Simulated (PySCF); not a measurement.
**Dipole moment and polarisability of `S[SiH]1N[SiH2]N1`**

Species: H₆N₂SSi₂.
Structure used (GFN2-xTB), in Å, numbered top down from 1:
```
atom  x, y, z in Å
S1     2.6847    0.7246    0.1410
Si2    0.6173    0.6432    0.6768
N3    -0.0720   -0.9482    0.7121
Si4   -1.3093   -0.6507   -0.4784
N5    -0.5002    0.8847   -0.6275
H6     2.5967   -0.0784   -0.9063
H7     0.4732    1.4783    1.8528
H8     0.0619   -1.7079    1.3518
H9    -1.1785   -1.4903   -1.6621
H10   -2.6514   -0.5535    0.0806
H11   -0.7170    1.7009   -1.1667
```

Level: CAM-B3LYP/def2-SVPD (PySCF), static field, nuclei fixed, core orbitals frozen in the response. The polarisability tensor in these axes (au):

```
x   97.44  7.51  2.12
y    7.51 75.27  2.73
z    2.12  2.73 74.54
```

Q: Give the principal values, the mean and the anisotropy Δα = √{½[(α1 − α2)² + (α2 − α3)² + (α1 − α3)²]}.

A: Principal values 71.52, 75.67 and 100.06 au; mean 82.42 au = 12.21 Å³ = 13.59 × 10⁻⁴⁰ C²·m²/J; Δα = 26.71 au (32 % of the mean).

Q: What is the dipole moment, and where does it point?

A: (-1.65, -0.59, -0.29) D, 1.77 D in size, pointing from the negative to the positive side. Measured along this direction, the outermost atoms are S1 at the negative end and H10 at the positive end.

Q: Rayleigh depolarisation ratio (linearly polarised light, static tensor)?

A: ρ = 3Δα²/(45ᾱ² + 4Δα²) = 2139.7/(305665 + 2853.0) = 0.00694.

Q: In TDDFT the mean static polarisability is Σ f/ω² over all singlet excitations (ω in hartree). How much of it do the 8 lowest give? Their energies (eV) and oscillator strengths: 5.79, 0.0350; 6.13, 0.0003; 6.31, 0.0135; 6.68, 0.0002; 6.85, 0.0327; 6.88, 0.0497; 7.10, 0.0034; 7.40, 0.0092.

A: They add up to 2.50 au, 3.0 % of the 82.42 au; the largest single term is 0.78 au, from the state at 6.88 eV. Terms in order: 0.77, 0.01, 0.25, 0.00, 0.52, 0.78, 0.05, 0.12 au. Higher excitations give the rest. The strengths listed sum to 0.144.

Q: Find the Langevin capture rate constant for O2+ (31.990 u) meeting this molecule (121.979 u), k = 2.342 × 10⁻⁹ cm³/s × √(α in Å³ / reduced mass in u).

A: The reduced mass is 25.34 u, so k = 1.63 × 10⁻⁹ cm³/s. The formula leaves out the permanent dipole, which adds to the capture rate.

Isolated species at its GFN2-xTB geometry (one conformer only).

The run behind these numbers computed excited states as well. Hardware: one thread, Arm Neoverse N1, no GPU, shared host. Cost: 39 s wall.
